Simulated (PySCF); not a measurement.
`O=C([O-])c1cnoc1` (charge -1). The geometry is computed with GFN2-xTB (gas phase).

```
atom  x, y, z in Å
O1     2.2512   -0.9870   -0.4742
C2     1.7148    0.0769   -0.1471
O3     2.2087    1.1854    0.0912
C4     0.1643    0.0193   -0.0119
C5    -0.7094   -1.0806   -0.2108
N6    -1.9587   -0.7583   -0.0083
O7    -1.9723    0.5654    0.3327
C8    -0.7001    1.0161    0.3257
H9    -0.4427   -2.0795   -0.4937
H10   -0.5468    2.0469    0.5740
```

(1) Where is the centre of mass (commonest isotopes), and what is the radius of gyration?

(2) What is the repulsion energy of the bare nuclei, Σ ZA·ZB/RAB?

(3) What is the longest distance between nuclei?

(4) Work out the bond lengths O1=C2, C2–O3, C4–C5, C4–C8, N6–O7, O7–C8, C8–H10 in pm.

(5) How far are the heavy atoms from their best plane (unweighted least squares)?

(6) What are the angles C2–C4–C8, C5–C4–C8, C2–C4–C5, C4–C5–N6, N6–O7–C8, C4–C8–O7?

(7) Give the dihedral angles O3–C2–C4–C8, C2–C4–C5–N6, C2–C4–C8–H10.

(8) Write the matrix of distances between heavy atoms (Å, lower triangle).

## Answers

(1) Mass 112.003 u; centre at (0.152, 0.017, -0.012) Å; Rg = √(Σ m r²/M) = 1.925 Å. As Ia + Ib + Ic = 2 Σ m r², the three principal moments sum to 829.7 u·Å².

(2) 337.85 Eh over 45 pairs, with full nuclear charges and distances in bohr; the largest single term is 21.68 Eh (N6 with O7).

(3) O3···N6, 4.60 Å; the next longest distance is 4.57 Å.

(4) For O1=C2 the difference vector is (-0.5364, 1.0639, 0.3271) Å, of length 1.2356 Å. O1=C2 123.6; C2–O3 123.7; C4–C5 141.9; C4–C8 136.2; N6–O7 136.7; O7–C8 135.0; C8–H10 107.1 pm.

(5) 0.001 Å rms; none is more than 0.001 Å off.

(6) From the scalar product of the two bond vectors; for C2–C4–C8 it is -1.3285 Å² over 1.5574 × 1.3619 Å², cos θ = -0.6263. C2–C4–C8 128.8°; C5–C4–C8 102.2°; C2–C4–C5 129.0°; C4–C5–N6 112.1°; N6–O7–C8 108.2°; C4–C8–O7 110.8°.

(7) O3–C2–C4–C8 0° (synperiplanar); C2–C4–C5–N6 180° (antiperiplanar); C2–C4–C8–H10 0° (synperiplanar). Dihedral signs follow IUPAC: positive where, seen along the central bond, the front bond turns clockwise onto the rear one.

(8) 
```
O1    0.000
C2    1.236  0.000
O3    2.245  1.237  0.000
C4    2.363  1.557  2.356  0.000
C5    2.974  2.687  3.707  1.419  0.000
N6    4.242  3.770  4.599  2.261  1.306  0.000
O7    4.572  3.750  4.234  2.232  2.145  1.367  0.000
C8    3.655  2.634  2.923  1.362  2.164  2.201  1.350  0.000
```

Whether it is a minimum is left open (no frequencies).
